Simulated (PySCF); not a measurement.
**Fe⁺: ionisation energy**

Fe⁺ [Ar] 3d6 4s1 [3d3/2^4 3d5/2^2 4s1/2^1, M_J = 9/2] → Fe²⁺ [Ar] 3d6 [3d3/2^4 3d5/2^2, M_J = 4], as a difference of total energies. Computed with PySCF 2.14 in x2c-SVPall-2c, with the two-component X2C-1e Hamiltonian. Correlated levels: [Ne] frozen; the 6 highest virtual spinors dropped. "Screened" scales the spin-orbit matrix elements by Boettger's factors to mimic the two-electron term; Breit and QED terms are absent.

```
                    method  ionisation energy (eV)  error (eV)
           GHF (spin-free)                  15.259      -0.940
          GMP2 (spin-free)                  15.696      -0.503
 GHF (screened spin-orbit)                  15.259      -0.940
GMP2 (screened spin-orbit)                  15.695      -0.504
```

Reference: 16.199 eV (measured; NIST Atomic Spectra Database, ionization energies).

Errors of the correlated levels include the incompleteness of this basis and the frozen core.

The labels give the starting determinants; with spin-orbit coupling the two ends relaxed to ⟨J²⟩ = 24.76, ⟨L²⟩ = 6.01, ⟨S²⟩ = 8.75 and ⟨J²⟩ = 20.01, ⟨L²⟩ = 6.01, ⟨S²⟩ = 6.00.
